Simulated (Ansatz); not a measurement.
`F[SiH2]C[SiH2]` radical, relaxed with UKS PBE-D4/def2-SVP in Ansatz from a rough embedded geometry. The force threshold is 0.03 eV/Å; the program also tests the step.

The species carries charge 0 and has multiplicity 2.

Start:

```xyz
10

F     0.872    2.091    0.191
Si    1.264    0.592    0.000
C    -0.163   -0.384    0.584
Si   -1.573   -0.049   -0.523
H     1.586    0.316   -1.433
H     2.479    0.300    0.813
H     0.064   -1.516    0.531
H    -0.378   -0.225    1.615
H    -1.338   -0.549   -1.837
H    -2.813   -0.575    0.059
```

Question: How much energy does the relaxation release, and in how many steps? (An estimate is asked.)

Answer: The calculation gave: 41.16 kJ/mol, in 13 steps.

Question: Which bonds change most? (Best estimate.)

Answer: Computed: F1–Si2 from 1.561 to 1.645 Å; Si4–H9 from 1.425 to 1.509 Å; C3–Si4 from 1.824 to 1.904 Å; Si2–C3 from 1.825 to 1.876 Å.

Question: Give the relaxed structure. (An estimate is asked.)

Answer: Computed: 
```xyz
10

F     0.920    2.126   -0.161
Si    1.349    0.548    0.008
C    -0.154   -0.420    0.578
Si   -1.756   -0.013   -0.366
H     1.815    0.053   -1.331
H     2.465    0.485    1.011
H     0.065   -1.506    0.452
H    -0.321   -0.250    1.663
H    -1.518   -0.052   -1.855
H    -2.866   -0.969    0.000
```
